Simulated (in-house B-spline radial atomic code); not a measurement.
Sr⁺. Computed with a B-spline radial atomic code. Model: non-relativistic spherical atom: semilocal Troullier-Martins pseudo-atom, one channel per l, against all electrons, high spin, G0W0 and RPA with empty states to l = 8, local potential for every l without a channel, a model core (radius 0 = none) keeps its share of the functional.

Without relativity these are model numbers for so heavy an element.

What the tables leave out is listed at the end.

The pseudopotential gives back the lowest level of each angular momentum of its own functional in the configuration it was made in; a second state of the same l is only approximately right. Exact exchange, RPA and GW see the smooth pseudo-orbitals and miss the exchange with the core, for which the functional's share stands in. The column with an uncorrelated core keeps all orbitals and exact exchange, and so separates missing core correlation from pseudisation. Only the three outermost levels and the lowest empty one were computed. RPA here is direct RPA, with no exchange kernel, and its energies carry an (l + 1/2)⁻⁴ tail. A hybrid on a potential with a model core restores only its own semilocal share of the core's exchange.

Command:
```bash
python run_psgw.py task.json out
```
Settings (lengths in bohr, energies in hartree):
```
Z                      38
electrons              37
configuration          [Kr] 5s1
generated_in           [Kr] 5s1
functional             pbe,pbe
core_shells            6
radius_factor          1
core_correction        False
ion_configuration      [Ar] 3d10 4s2 4p6
```

Time taken, with all properties: 67 s on 1 thread of Arm Neoverse N1, with other jobs on the host.

Given: made with PBE; model core radius 0 bohr; local radius 1.336 bohr; mean-field start PBE.

Valence shells of the generating configuration: 4s, 4p, 5s.

Channel: s 1.228, p 1.33, d 1.946 (radii in bohr).

Computed: largest level miss in the spin-unpolarised generating configuration 0.036 eV; valence RPA correlation energy all-electron orbitals -0.43831 hartree; all-electron RPA polarisability, core included 61.077 bohr³; ionisation by mean-field all-electron 11.02 eV; ionisation by mean-field pseudo minus all 0.052 eV; ionisation by RPA all-electron 11.417 eV; ionisation by RPA pseudo minus all 0.051 eV.

```
level  occupied  mean-field all-electron (eV)  mean-field pseudo minus all (eV)  G0W0 all-electron (eV)  G0W0 uncorrelated core minus all (eV)  G0W0 pseudo minus all (eV)  exchange self-energy all-electron (eV)  exchange self-energy pseudo (eV)
5s up         1                       -8.5487                            -0.037                 -11.334                                  0.039                      -0.044                                 -7.8203                           -7.2273
```

Q: What is the pseudo-atom RPA polarisability?

A: 60.217 bohr³.

Q: What is the valence RPA correlation energy pseudo?

A: -0.46766 hartree.

Given: mean-field start PBE0.

Computed: valence RPA correlation energy all-electron orbitals -0.40606 hartree; valence RPA correlation energy pseudo -0.43367 hartree; pseudo-atom RPA polarisability 51.021 bohr³; ionisation by mean-field all-electron 10.895 eV; ionisation by RPA all-electron 11.248 eV; ionisation by RPA pseudo minus all 0.052 eV.

```
          level  occupied  mean-field all-electron (eV)  mean-field pseudo minus all (eV)  G0W0 all-electron (eV)  G0W0 uncorrelated core minus all (eV)  G0W0 pseudo minus all (eV)  exchange self-energy all-electron (eV)  exchange self-energy pseudo (eV)
          5s up         1                       -9.0974                            -0.042                 -11.298                                  0.039                      -0.048                                 -7.7011                           -7.1558
5s down (empty)         0                       -6.8319                            -0.036                  -5.786                                  0.035                      -0.024                                 -1.5289                          -0.94077
```

Q: What is the all-electron RPA polarisability, core included?

A: 51.784 bohr³.

Q: What is the ionisation by mean-field pseudo minus all?

A: 0.054 eV.

Given: mean-field start Hartree-Fock.

Computed: valence RPA correlation energy all-electron orbitals -0.33717 hartree; valence RPA correlation energy pseudo -0.36046 hartree; all-electron RPA polarisability, core included 39.269 bohr³; pseudo-atom RPA polarisability 38.667 bohr³; ionisation by mean-field all-electron 10.294 eV; ionisation by mean-field pseudo minus all 0.055 eV.

```json
{"level": "5s up", "occupied": "1", "mean-field all-electron (eV)": "-10.321", "mean-field pseudo minus all (eV)": "-0.055", "G0W0 all-electron (eV)": "-11.132", "G0W0 uncorrelated core minus all (eV)": "0.034", "G0W0 pseudo minus all (eV)": "-0.043", "exchange self-energy all-electron (eV)": "-7.2322", "exchange self-energy pseudo (eV)": "-6.8135"}
{"level": "4p down", "occupied": "?", "mean-field all-electron (eV)": "?", "mean-field pseudo minus all (eV)": "?", "G0W0 all-electron (eV)": "?", "G0W0 uncorrelated core minus all (eV)": "?", "G0W0 pseudo minus all (eV)": "?", "exchange self-energy all-electron (eV)": "?", "exchange self-energy pseudo (eV)": "?"}
{"level": "4p up", "occupied": "1", "mean-field all-electron (eV)": "-35.848", "mean-field pseudo minus all (eV)": "0.043", "G0W0 all-electron (eV)": "-36.118", "G0W0 uncorrelated core minus all (eV)": "0.21", "G0W0 pseudo minus all (eV)": "0.183", "exchange self-energy all-electron (eV)": "-27.055", "exchange self-energy pseudo (eV)": "-23.019"}
{"level": "5s down (empty)", "occupied": "0", "mean-field all-electron (eV)": "-4.5403", "mean-field pseudo minus all (eV)": "-0.025", "G0W0 all-electron (eV)": "-5.4687", "G0W0 uncorrelated core minus all (eV)": "0.021", "G0W0 pseudo minus all (eV)": "-0.02", "exchange self-energy all-electron (eV)": "-0.83691", "exchange self-energy pseudo (eV)": "-0.54095"}
```

Q: What belongs in the row 4p down?

A: occupied: 1; mean-field all-electron (eV): -35.738; mean-field pseudo minus all (eV): 0.054; G0W0 all-electron (eV): -36.022; G0W0 uncorrelated core minus all (eV): 0.216; G0W0 pseudo minus all (eV): 0.196; exchange self-energy all-electron (eV): -27.04; exchange self-energy pseudo (eV): -22.963.

Q: What is the ionisation by RPA pseudo minus all?

A: 0.049 eV.

Q: What is the ionisation by RPA all-electron?

A: 10.992 eV.

Among the listed levels the largest G0W0 shift of the pseudo-atom is +0.20 eV, for 4p down on the Hartree-Fock start, while leaving the core uncorrelated moves that level by +0.22 eV. The rest, -0.02 eV, comes from pseudisation and the lost core exchange. Not in the tables (levels of low weight, unsolved or above zero; the highest and the empty levels are kept at any weight): on PBE the G0W0 levels 4p down (pseudo minus all +0.06 eV, weights 0.45 and 0.42), 4p up (pseudo minus all -0.31 eV, weights -0.00 and 0.34), 5s down (pseudo minus all -0.01 eV, weights 0.59 and 0.58); on PBE0 the G0W0 levels 4p down (pseudo minus all +0.11 eV, weights 0.69 and 0.70), 4p up (pseudo minus all +0.10 eV, weights 0.68 and 0.69).
